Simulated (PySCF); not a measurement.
SMILES C1([CH]OC(O1)=O)C (C4H5O3), doublet, B3LYP/def2-SVP optimised geometry.

```
12

C      0.87    -1.83     1.26
C      0.21    -1.29     0.00
C     -1.30    -1.29     0.00
O     -1.72     0.00     0.00
C     -0.64     0.84    -0.14
O     -0.71     2.03    -0.23
O      0.49     0.11    -0.17
H      0.65    -2.91     1.37
H      1.96    -1.70     1.21
H      0.50    -1.31     2.16
H      0.62    -1.82    -0.88
H     -1.96    -2.03     0.46
```

Density from unrestricted B3LYP/def2-TZVP run with PySCF at that geometry.

Minimum of the electron density along straight lines between bonded atoms, close to the bond critical point (lines longer than 1.1 times the sum of covalent radii, or with two minima, are not listed):

| bond | length / Å | ρ at the minimum / e bohr⁻³ | ∇²ρ there / e bohr⁻⁵ | position (fraction from the first atom) |
|---|---|---|---|---|
| C1–C2 | 1.526 | 0.251 | -0.64 | 0.48 |
| C2–C3 | 1.502 | 0.268 | -0.71 | 0.50 |
| C3–O4 | 1.367 | 0.283 | -0.38 | 0.34 |
| O4–C5 | 1.378 | 0.295 | -0.79 | 0.64 |
| C5–O6 | 1.187 | … | … | 0.34 |
| C2–O7 | 1.442 | 0.244 | -0.51 | 0.36 |
| C5–O7 | 1.348 | … | -0.84 | 0.36 |
| C1–H8 | 1.102 | 0.272 | -0.92 | 0.64 |
| C1–H9 | 1.101 | 0.274 | -0.93 | 0.64 |
| C1–H10 | 1.101 | 0.274 | -0.93 | 0.64 |
| C2–H11 | 1.107 | 0.281 | -0.99 | 0.65 |
| C3–H12 | 1.090 | 0.283 | -1.01 | 0.66 |

Problem. Complete the blanks.

Solution. 
- C5–O6, ρ at the minimum / e bohr⁻³: 0.454
- C5–O6, ∇²ρ there / e bohr⁻⁵: -0.25
- C5–O7, ρ at the minimum / e bohr⁻³: 0.315
